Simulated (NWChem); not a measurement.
System: C3H10Si; SMILES CC([SiH3])C

Parts of the log:

```
             Northwest Computational Chemistry Package (NWChem) 7.3.0
             --------------------------------------------------------

                             Geometry "geometry" -> ""
                             -------------------------

 Output coordinates in angstroms (scale by  1.889725989 to convert to a.u.)

  No.       Tag          Charge          X              Y              Z
 ---- ---------------- ---------- -------------- -------------- --------------
    1 Si                  14.0000    -0.02654400    -1.37983600     0.00000000
    2 C                    6.0000     0.39138700     0.47095500     0.00000000
    3 C                    6.0000    -0.11786100     1.15917200    -1.26649600
    4 C                    6.0000    -0.11786100     1.15917200     1.26649600
    5 H                    1.0000     0.53717600    -2.04814700    -1.21548500
    6 H                    1.0000     0.53717600    -2.04814700     1.21548500
    7 H                    1.0000    -1.51192100    -1.57794300     0.00000000
    8 H                    1.0000     1.49690900     0.51703400     0.00000000
    9 H                    1.0000     0.17416300     2.22291000    -1.28380600
   10 H                    1.0000    -1.21854800     1.12428400    -1.32733300
   11 H                    1.0000     0.27871800     0.69308900    -2.18223900
   12 H                    1.0000     0.27871800     0.69308900     2.18223900
   13 H                    1.0000     0.17416300     2.22291000     1.28380600
   14 H                    1.0000    -1.21854800     1.12428400     1.32733300

 Effective nuclear repulsion energy (a.u.)     173.6389430059

                              NWChem Property Module
                              ----------------------

  itol2e modified to match energy
  convergence criterion.

                                 NWChem DFT Module
                                 -----------------

 Summary of "ao basis" -> "ao basis" (spherical)
 ------------------------------------------------------------------------------
       Tag                 Description            Shells   Functions and Types
 ---------------- ------------------------------  ------  ---------------------
 Si                         pcsseg-1                10       24   4s5p1d
 C                          pcsseg-1                 7       17   3s3p1d
 H                          pcsseg-1                 3        5   2s1p

  itol2e modified to match energy
  convergence criterion.

            General Information
            -------------------
          SCF calculation type: DFT
          Wavefunction type:  closed shell.
          No. of atoms     :    14
          No. of electrons :    42
           Alpha electrons :    21
            Beta electrons :    21
          Charge           :     0
          Spin multiplicity:     1
          Use of symmetry is: off; symmetry adaption is: off
          Maximum number of iterations: 150
          AO basis - number of functions:   125
                     number of shells:    61
          Convergence on energy requested:  1.00D-07
          Convergence on density requested:  1.00D-05
          Convergence on gradient requested:  5.00D-04

              XC Information
              --------------
                          KT2 Method XC Functional
                        Slater Exchange Functional  1.072 local
                           KT1 gradient correction  1.000 non-local
            Perdew 1991 LDA Correlation Functional  0.577 local

             Grid Information
             ----------------
          Grid used for XC integration:  fine
          Radial quadrature: Mura-Knowles
          Angular quadrature: Lebedev.
          Tag              B.-S. Rad. Rad. Pts. Rad. Cut. Ang. Pts.
          ---              ---------- --------- --------- ---------
          Si                  1.10      123          11.0       770
          C                   0.70       70          12.0       590
          H                   0.35       60          13.0       590
          Grid pruning is: on
          Number of quadrature shells:   933
          Spatial weights used:  Erf1

      Superposition of Atomic Density Guess
      -------------------------------------

 Sum of atomic energies:        -406.75958518

      Non-variational initial energy
      ------------------------------

 Total energy =    -409.357320
 1-e energy   =    -900.750181
 2-e energy   =     317.753918
 HOMO         =      -0.335729
 LUMO         =       0.051445

   convergence    iter        energy       DeltaE   RMS-Dens  Diis-err
 ---------------- ----- ----------------- --------- --------- ---------
 d= 0,ls=0.0,diis     1   -414.3612901871 -5.88D+02  4.40D-03  4.98D-01
 d= 0,ls=0.0,diis     2   -414.3853610284 -2.41D-02  2.84D-03  1.01D-01
 d= 0,ls=0.0,diis     3   -414.3897839397 -4.42D-03  1.29D-03  3.73D-02
 d= 0,ls=0.0,diis     4   -414.3945334741 -4.75D-03  3.35D-04  2.49D-03
 d= 0,ls=0.0,diis     5   -414.3948377825 -3.04D-04  8.60D-05  1.13D-04
  Resetting Diis
 d= 0,ls=0.0,diis     6   -414.3948552862 -1.75D-05  1.22D-05  4.14D-06
 d= 0,ls=0.0,diis     7   -414.3948557655 -4.79D-07  7.66D-06  4.00D-07
 d= 0,ls=0.0,diis     8   -414.3948557276  3.78D-08  4.13D-06  7.21D-07

         Total DFT energy =     -414.394855727630
      One electron energy =     -906.467962779587
           Coulomb energy =      364.044355653873
    Exchange-Corr. energy =      -45.610191607786
 Nuclear repulsion energy =      173.638943005870

 Numeric. integr. density =       42.000004633176

                       DFT Final Molecular Orbital Analysis
                       ------------------------------------

 Vector   19  Occ=2.000000D+00  E=-2.979276D-01
              MO Center=  3.2D-01, -1.4D+00,  4.9D-09, r^2= 3.4D+00
   Bfn.  Coefficient  Atom+Function         Bfn.  Coefficient  Atom+Function
  ----- ------------  ---------------      ----- ------------  ---------------
    76     -0.321510   5 H  s                81      0.321510   6 H  s
    16      0.296530   1 Si pz               77     -0.168210   5 H  s
    82      0.168210   6 H  s                19      0.156214   1 Si pz
    33     -0.124995   2 C  pz               50      0.080569   3 C  pz
    67      0.080569   4 C  pz               10     -0.079890   1 Si pz

 Vector   20  Occ=2.000000D+00  E=-2.942546D-01
              MO Center= -2.4D-01, -7.6D-01, -9.2D-09, r^2= 4.0D+00
   Bfn.  Coefficient  Atom+Function         Bfn.  Coefficient  Atom+Function
  ----- ------------  ---------------      ----- ------------  ---------------
    86      0.313607   7 H  s                14     -0.235048   1 Si px
    91      0.221458   8 H  s                87      0.178408   7 H  s
    76     -0.173283   5 H  s                81     -0.173283   6 H  s
    31      0.160344   2 C  px               92      0.113335   8 H  s
   101      0.110812  10 H  s               121      0.110812  14 H  s

 Vector   21  Occ=2.000000D+00  E=-2.572682D-01
              MO Center=  1.5D-01,  2.1D-01,  2.0D-09, r^2= 3.4D+00
   Bfn.  Coefficient  Atom+Function         Bfn.  Coefficient  Atom+Function
  ----- ------------  ---------------      ----- ------------  ---------------
    15      0.292050   1 Si py               32     -0.270154   2 C  py
    35     -0.242475   2 C  py               96      0.189666   9 H  s
   116      0.189666  13 H  s                91     -0.158878   8 H  s
    29     -0.129267   2 C  py                3      0.124953   1 Si s
    18      0.122910   1 Si py               97      0.112413   9 H  s

[...]

          -----------------------------------------
          Chemical Shielding Tensors (GIAO, in ppm)
          -----------------------------------------

                                NWChem CPHF Module
                                ------------------

  scftype          =     RHF
  nclosed          =       21
  nopen            =        0
  variables        =     2184
  # of vectors     =        3
  tolerance        = 0.10D-03
  level shift      = 0.00D+00
  max iterations   =       50
  max subspace     =       30

 SCF residual:    1.1040461873564878E-004

Iterative solution of linear equations
  No. of variables     2184
  No. of equations        3
  Maximum subspace       30
        Iterations       50
       Convergence  1.0D-04

   iter   nsub   residual    time
   ----  ------  --------  ---------
     1      3    3.23D-05     133.8

      Atom:    1  Si
        Diamagnetic
    881.0258      0.6687     -0.0000
      0.6687    887.7298     -0.0000
     -0.0000     -0.0000    881.7461

        Paramagnetic
   -494.9727     16.0207     -0.0000
     16.0207   -403.8753      0.0000
     -0.0000      0.0000   -497.0891

        Total Shielding Tensor
    386.0531     16.6893     -0.0000
     16.6893    483.8545      0.0000
     -0.0000      0.0000    384.6570

           isotropic =     418.1882
          anisotropy =     102.6538

          Principal Components and Axis System
                 1           2           3
              486.6240    384.6570    383.2836

      1         0.1637     -0.0000      0.9865
      2         0.9865      0.0000     -0.1637
      3        -0.0000      1.0000      0.0000

      Atom:    2  C
        Diamagnetic
    243.1894     -0.8345      0.0000
     -0.8345    254.0933      0.0000
      0.0000      0.0000    257.7506

        Paramagnetic
    -73.9751     -4.3969      0.0000
     -4.3969    -91.8412     -0.0000
      0.0000     -0.0000    -85.1228

        Total Shielding Tensor
    169.2143     -5.2313      0.0000
     -5.2313    162.2521     -0.0000
      0.0000     -0.0000    172.6277

           isotropic =     168.0314
          anisotropy =       6.8945

          Principal Components and Axis System
                 1           2           3
              172.6277    172.0169    159.4495

      1         0.0000      0.8815      0.4722
      2        -0.0000     -0.4722      0.8815
      3         1.0000     -0.0000      0.0000

      Atom:    3  C
        Diamagnetic
    245.5947     -2.4185      4.2618
     -2.4185    248.4209     -6.2352
      4.2618     -6.2352    255.8765

        Paramagnetic
    -97.2411     -2.8950      2.4417
     -2.8950    -90.0828     -6.8014
      2.4417     -6.8014    -79.3997

        Total Shielding Tensor
    148.3537     -5.3135      6.7035
     -5.3135    158.3382    -13.0367
      6.7035    -13.0367    176.4768

           isotropic =     161.0562
          anisotropy =      36.2277

          Principal Components and Axis System
                 1           2           3
              185.2080    151.9656    145.9950

      1         0.2227     -0.2633      0.9387
      2        -0.4608      0.8200      0.3393
      3         0.8591      0.5082     -0.0613

      Atom:    4  H
        Diamagnetic
     24.8304     -2.4332     -3.6817
     -2.4332     29.8609      5.6985
     -3.6817      5.6985     31.6220

        Paramagnetic
      0.1386      0.9226      1.8652
      0.9226     -0.9659     -2.4797
      1.8652     -2.4797     -3.6135

        Total Shielding Tensor
     24.9691     -1.5106     -1.8165
     -1.5106     28.8950      3.2188
     -1.8165      3.2188     28.0085

           isotropic =      27.2909
          anisotropy =       7.7114

          Principal Components and Axis System
                 1           2           3
               32.4318     25.3204     24.1204

      1        -0.2990     -0.2968      0.9069
      2         0.7090     -0.7052      0.0029
      3         0.6387      0.6439      0.4213

      Atom:    5  H
        Diamagnetic
     36.1828      3.9109     -0.0000
      3.9109     26.6005     -0.0000
     -0.0000     -0.0000     23.0435

        Paramagnetic
     -5.6459     -1.3893      0.0000
     -1.3893      0.6368      0.0000
      0.0000      0.0000      1.9038

        Total Shielding Tensor
     30.5370      2.5216     -0.0000
      2.5216     27.2373      0.0000
     -0.0000      0.0000     24.9473

           isotropic =      27.5738
          anisotropy =       6.4901

          Principal Components and Axis System
                 1           2           3
               31.9005     25.8737     24.9473

      1         0.8796     -0.4757      0.0000
      2         0.4757      0.8796     -0.0000
      3         0.0000      0.0000      1.0000

      Atom:    6  H
        Diamagnetic
     40.3205      1.0124      0.0000
      1.0124     26.4557      0.0000
      0.0000      0.0000     25.9467

        Paramagnetic
     -4.5583     -1.0147     -0.0000
     -1.0147      0.2630     -0.0000
     -0.0000     -0.0000      1.7666

        Total Shielding Tensor
     35.7622     -0.0023      0.0000
     -0.0023     26.7187     -0.0000
      0.0000     -0.0000     27.7133

           isotropic =      30.0647
          anisotropy =       8.5462

          Principal Components and Axis System
                 1           2           3
               35.7622     27.7133     26.7187

      1         1.0000     -0.0000      0.0003
      2        -0.0003     -0.0000      1.0000
      3         0.0000      1.0000      0.0000

      Atom:    7  H
        Diamagnetic
     23.7233      2.7180      0.2947
      2.7180     38.7063     -3.9101
      0.2947     -3.9101     26.9443

        Paramagnetic
      2.7015     -1.1923     -0.2599
     -1.1923     -3.9484      0.4861
     -0.2599      0.4861      1.6064

        Total Shielding Tensor
     26.4248      1.5258      0.0347
      1.5258     34.7579     -3.4240
      0.0347     -3.4240     28.5507

           isotropic =      29.9111
          anisotropy =       9.8328

          Principal Components and Axis System
                 1           2           3
               36.4663     27.3909     25.8762

      1         0.1368      0.4809      0.8660
      2         0.9094      0.2856     -0.3023
      3        -0.3928      0.8289     -0.3983

      Atom:    8  H
        Diamagnetic
     37.9567     -1.6103      4.2493
     -1.6103     24.9026     -2.1631
      4.2493     -2.1631     26.8348

        Paramagnetic
     -4.2822      0.6307     -1.2383
      0.6307      3.2642      0.8343
     -1.2383      0.8343      2.3434

        Total Shielding Tensor
     33.6746     -0.9796      3.0111
     -0.9796     28.1668     -1.3288
      3.0111     -1.3288     29.1782

           isotropic =      30.3399
          anisotropy =       7.7147

          Principal Components and Axis System
                 1           2           3
               35.4830     28.5094     27.0272

      1         0.8674      0.4393     -0.2339
      2        -0.1990      0.7369      0.6461
      3         0.4562     -0.5139      0.7265

      Atom:    9  H
        Diamagnetic
     24.3657     -1.7950     -3.4472
     -1.7950     26.7294      2.2078
     -3.4472      2.2078     39.0497

        Paramagnetic
      1.5419      0.9917      1.6017
      0.9917      0.9196     -1.7888
      1.6017     -1.7888     -3.0689

        Total Shielding Tensor
     25.9077     -0.8033     -1.8455
     -0.8033     27.6489      0.4190
     -1.8455      0.4190     35.9807

           isotropic =      29.8458
          anisotropy =       9.7466

          Principal Components and Axis System
                 1           2           3
               36.3435     27.8407     25.3530

      1        -0.1785     -0.2865      0.9413
      2         0.0638      0.9513      0.3017
      3         0.9819     -0.1139      0.1516
```

Level: KT2/pcSseg-1, GIAO. Geometry: optimised at PBE0/def2-SVP. Not confirmed as a minimum by frequencies. NWChem prints the field gradient with the sign opposite to the second derivative of the potential. The output numbers the shielded atoms by their place in the input's list. The printed shielding anisotropy is the first printed principal value minus the mean of the other two.

Which NWChem input produces such a log?

Several could match; the one computed here: the input that was run:
```
start job
memory heap 200 mb stack 900 mb global 1100 mb
geometry units angstroms noautosym nocenter noautoz
  Si    -0.026544    -1.379836     0.000000
  C      0.391387     0.470955     0.000000
  C     -0.117861     1.159172    -1.266496
  C     -0.117861     1.159172     1.266496
  H      0.537176    -2.048147    -1.215485
  H      0.537176    -2.048147     1.215485
  H     -1.511921    -1.577943     0.000000
  H      1.496909     0.517034     0.000000
  H      0.174163     2.222910    -1.283806
  H     -1.218548     1.124284    -1.327333
  H      0.278718     0.693089    -2.182239
  H      0.278718     0.693089     2.182239
  H      0.174163     2.222910     1.283806
  H     -1.218548     1.124284     1.327333
end
basis spherical
  * library pcsseg-1
end
dft
  xc kt2
  iterations 150
end
property
  shielding 9 1 2 3 5 7 8 9 10 11
  efieldgrad
end
task dft property
```
